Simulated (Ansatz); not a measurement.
The molecule AsP, closed-shell singlet (the spin of the measured ground state). No spin–orbit coupling. As is treated without relativity.

D_e counts from the fitted minimum to each atom's lowest state at the same level, without counterpoise. The singlet is restricted.

Correlated levels freeze the inner cores; with def2 sets outer-core shells near the valence are correlated too. CBS(a, b) extrapolates the correlation energy as X⁻³ and adds the Hartree–Fock energy of set b.

Run with Ansatz (an electronic-structure program) with Gaussian orbitals. Values without a source in brackets are computed.

```csv
level,bond energy D_e (kcal/mol)
SVWN5/def2-TZVPP,131.40
r2SCAN/def2-TZVPP,99.99
B97M-V/def2-TZVPP,106.20
BHLYP/def2-TZVPP,89.35
wB97X-V/def2-TZVPP,103.63
wB97M-V/def2-TZVPP,100.99
CCSD/def2-TZVPP,…
CCSD/def2-QZVPP,89.05
"CCSD(T)/CBS(def2-TZVPP, def2-QZVPP)",103.03
```

### Question
What belongs in the gaps?

### Answer

- CCSD/def2-TZVPP, bond energy D_e (kcal/mol): 84.13

Doubts at one or more of the structures used: a restricted determinant that unrestricted orbitals would lower (CCSD/def2-TZVPP, CCSD/def2-QZVPP, CCSD(T)/CBS(def2-TZVPP, def2-QZVPP)).
